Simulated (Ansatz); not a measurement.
Frontier orbitals of C2H7ClGe, SMILES `[CH3][GeH]([CH3])[Cl]`.

The species carries charge 0 and has multiplicity 1. Correlated methods include outer-core shells of Ge, which these sets cover unevenly. Scalar relativity is left out up to krypton. Geometry: relaxed with PBE0-D4/def2-TZVP. Basis def2-TZVPP, Ansatz.

```json
{"functional": "PBE", "HOMO (eV)": "-6.94", "LUMO (eV)": "-0.38", "gap (eV)": "6.56"}
{"functional": "r2SCAN", "HOMO (eV)": "-7.26", "LUMO (eV)": "-0.05", "gap (eV)": "7.21"}
{"functional": "PBE0", "HOMO (eV)": "-8.27", "LUMO (eV)": "0.57", "gap (eV)": "8.84"}
{"functional": "ωB97M-V", "HOMO (eV)": "-10.50", "LUMO (eV)": "2.40", "gap (eV)": "12.90"}
```

From PBE to PBE0 the HOMO moves by −1.34 eV and the LUMO by +0.96 eV, and with ωB97M-V by −3.56 and +2.78 eV, so the gap grows from 6.55 to 12.89 eV with exact exchange. A positive LUMO is unbound and depends on the basis.
